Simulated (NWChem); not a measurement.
Species: C$_{3}$H$_{4}$BFO; SMILES C#CB(F)CO

```xyz
10

C      1.3208    -2.0197     0.0261
C      0.3937    -1.2115     0.0003
B     -0.6534    -0.0866    -0.0183
F     -1.9570    -0.3899    -0.0739
C     -0.2065     1.4194     0.0751
O      1.1776     1.6927    -0.0154
H      2.1154    -2.7555     0.0465
H     -0.6520     1.8098     1.0340
H     -0.7529     1.9925    -0.7140
H      1.6459     0.8542     0.1588
```
Atoms are numbered in this order, from 1.

All runs: NWChem. Pople sets run with spherical d functions. Geometry: optimised at PBE-D3(BJ)/def2-SVP. Vzz is the largest principal value of the second derivative of the potential at the nucleus (NWChem prints the opposite sign); η is the asymmetry. Non-relativistic.

| level | Vzz B3 (a.u.) | η B3 | Vzz O6 (a.u.) | η O6 |
|---|---|---|---|---|
| Hartree-Fock/def2-TZVP | 0.473 | 0.52 | -1.984 | 0.90 |
| Hartree-Fock/def2-SVP | 0.445 | 0.59 | -2.009 | 0.89 |
| B3LYP/6-31G* | 0.390 | 0.59 | -1.904 | 0.83 |
| B3LYP/cc-pVTZ | ? | 0.54 | ? | 0.88 |

Task: Some entries are withheld; supply them.

Result: 
- B3LYP/cc-pVTZ, Vzz B3 (a.u.): 0.436
- B3LYP/cc-pVTZ, Vzz O6 (a.u.): -1.932
